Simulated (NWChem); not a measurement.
C$_{3}$H$_{7}$Cl; SMILES CC(C)Cl

Computed with NWChem. Pople sets run with spherical d functions. Geometry: optimised at PBE0/def2-SVP. Computed dipoles belong to the equilibrium geometry; the measured one is vibrationally averaged.

Measured dipole moment: 2.17 D (NIST CCCBDB, as tabulated in the package chemicals).

Task: Which of these levels lies farthest from the measured value, and how do the others fare: B3LYP/6-31+G*; B3LYP/STO-3G; B3LYP/3-21G; B3LYP/6-31G*; B3LYP/aug-cc-pVTZ; B3LYP/def2-TZVP; B3LYP/def2-SVPD; B3LYP/def2-SVP; B3LYP/6-311++G**?

Result: B3LYP/3-21G.
| level | dipole moment (D) | computed − measured |
|---|---|---|
| B3LYP/STO-3G | 2.38 | +0.21 |
| B3LYP/3-21G | 2.49 | +0.32 |
| B3LYP/6-31G* | 2.24 | +0.07 |
| B3LYP/6-31+G* | 2.32 | +0.15 |
| B3LYP/def2-SVP | 1.93 | -0.24 |
| B3LYP/def2-SVPD | 2.26 | +0.09 |
| B3LYP/def2-TZVP | 2.13 | -0.04 |
| B3LYP/6-311++G** | 2.27 | +0.10 |
| B3LYP/aug-cc-pVTZ | 2.22 | +0.05 |
